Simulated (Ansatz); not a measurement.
A set of 12 reactions (ligand exchange), with CCSD(T)/CBS values in kJ/mol:

```csv
reaction,ΔE
`N[Si]F` + H–F → `F[Si]F` + NH₃,-71.1
`[SiH3][O][Sc]([Cl])[O][SiH3]` + H–F → `[F][Sc]([O][SiH3])[O][SiH3]` + HCl,1.1
`[OH][Ta]([OH])([OH])=[S]` + NH₃ → `[NH2][Ta]([OH])([OH])=[S]` + H₂O,45.6
`[SiH3][C@@H]1N[Si@H]1Cl` + H–F → `F[Si@H]1N[C@@H]1[SiH3]` + HCl,-36.5
`CO[Si]([SiH3])(Cl)Cl` + H–F → `F[Si]([SiH3])(Cl)Cl` + CH₃OH,-22.6
`NBN` + HCl → `NBCl` + NH₃,-1.4
`BB(O)N=C` + NH₃ → `BB(N)O` + `C=N`,-37.6
`[F][Al]([F])[SH]` + HCl → `[F][Al]([SH])[Cl]` + H–F,19.0
`[CH3][Ta](=[NH])([Cl])[Cl]` + HCl → `[NH]=[Ta]([Cl])([Cl])[Cl]` + CH₄,-169.5
`C[SiH2]SCF` + `N=CF` → `C[SiH2]/N=C/F` + `FCS`,7.0
`[OH][Mg][Br]` + NH₃ → `[NH2][Mg][OH]` + HBr,155.1
`[CH3][GeH2][SiH2]Cl` + `B[SeH]` → `B[Se][SiH2]Cl` + `[CH3][GeH3]`,-43.2
```

Program: Ansatz. Geometries: PBE0-D4/def2-TZVP. ΔE: electronic, gas phase. CBS: MP2 limit from def2 TZ/QZ plus the TZ coupled-cluster correction, frozen cores. Small cases extrapolate CCSD(T) itself. Functionals use def2-TZVPP. B3LYP here is the variant with VWN-RPA as its local correlation; programs differ in this. Elements past krypton have def2 core potentials. For Br, Ge, Mg, Sc, Se, Ta outer-core shells are correlated without core-valence functions, which leaves a few kJ/mol of doubt a bond. Scalar relativity is left out up to krypton. One conformer a species, not always the lowest.

(1) Give the mean, mean absolute and largest difference (level minus CCSD(T)/CBS, kJ/mol) for: PBE-D4, r2SCAN-D4, PBE0-D4, ωB97X-V, ωB97M-V, B2PLYP, r2SCAN, PBE0, B3LYP, SCS-MP2/def2-TZVPP, CCSD/def2-TZVPP, SCS-MP2/def2-QZVPP, HF/CBS(def2), MP2/CBS(def2). (Best estimate.)

The largest T1 diagnostic in the set is 0.020, for `[OH][Ta]([OH])([OH])=[S]` (customary mark 0.02).

CCSD(T)/CBS is a level of theory with its own doubt, and the functionals carry their triple-zeta basis error, so these figures describe this set and don't rank the functionals.

## Answers

(1) Computed: 
```json
{"level": "PBE-D4", "mean": "0.8", "mean absolute": "5.1", "largest": "-11.4"}
{"level": "r2SCAN-D4", "mean": "-0.4", "mean absolute": "4.7", "largest": "-9.1"}
{"level": "PBE0-D4", "mean": "1.6", "mean absolute": "3.9", "largest": "6.4"}
{"level": "ωB97X-V", "mean": "-1.1", "mean absolute": "3.9", "largest": "-12.2"}
{"level": "ωB97M-V", "mean": "-1.2", "mean absolute": "3.1", "largest": "-9.2"}
{"level": "B2PLYP", "mean": "-2.2", "mean absolute": "5.5", "largest": "-9.7"}
{"level": "r2SCAN", "mean": "-0.8", "mean absolute": "5.2", "largest": "-9.9"}
{"level": "PBE0", "mean": "0.4", "mean absolute": "3.9", "largest": "-9.2"}
{"level": "B3LYP", "mean": "-2.4", "mean absolute": "7.9", "largest": "-14.4"}
{"level": "SCS-MP2/def2-TZVPP", "mean": "-2.0", "mean absolute": "3.3", "largest": "-6.7"}
{"level": "CCSD/def2-TZVPP", "mean": "-0.6", "mean absolute": "3.3", "largest": "-6.2"}
{"level": "SCS-MP2/def2-QZVPP", "mean": "-1.8", "mean absolute": "2.7", "largest": "-7.0"}
{"level": "HF/CBS(def2)", "mean": "-2.4", "mean absolute": "10.4", "largest": "25.1"}
{"level": "MP2/CBS(def2)", "mean": "-0.4", "mean absolute": "3.8", "largest": "-9.5"}
```
